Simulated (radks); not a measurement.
Q: The mean radii <r> (bohr) of the occupied orbitals of an atom or ion are listed with their occupations. Calculated with a radial shooting solver on a logarithmic mesh with Libxc functionals: Dirac Kohn-Sham, LDA (Slater exchange, Perdew-Wang correlation), spin-unpolarised, spherical densities, finite nucleus; Fermi nuclear charge, rms radius of each element as measured or else 0.836 A^(1/3) + 0.57 fm.

| orbital | occ. | <r> |
|---|---|---|
| 1s1/2 | 2 | 0.02152 |
| 2s1/2 | 2 | 0.09102 |
| 2p1/2 | 2 | 0.07592 |
| 2p3/2 | 4 | 0.08287 |
| 3s1/2 | 2 | 0.2392 |
| 3p1/2 | 2 | 0.2288 |
| 3p3/2 | 4 | 0.2420 |
| 3d3/2 | 4 | 0.2142 |
| 3d5/2 | 6 | 0.2183 |
| 4s1/2 | 2 | 0.5413 |
| 4p1/2 | 2 | 0.5522 |
| 4p3/2 | 4 | 0.5825 |
| 4d3/2 | 4 | 0.6159 |
| 4d5/2 | 6 | 0.6266 |
| 5s1/2 | 2 | 1.299 |
| 5p1/2 | 2 | 1.443 |
| 5p3/2 | 4 | 1.531 |
| 4f5/2 | 6 | 0.8227 |
| 4f7/2 | 2 | 0.8341 |

Name the element and its charge. Open shells, if any, fill j = l - 1/2 first.

A: Z = 65, terbium, charge +3: Tb3+ in [Xe] 4f8. The 1s radius gives Z: for a bare nucleus <r> = (2 gamma + 1)/(2Z) with gamma = sqrt(1 - (Z/c)^2), 0.02124 bohr for Z = 65, and screening makes it slightly larger (0.02152 here). The occupations add up to 62, and the charge is Z minus that.
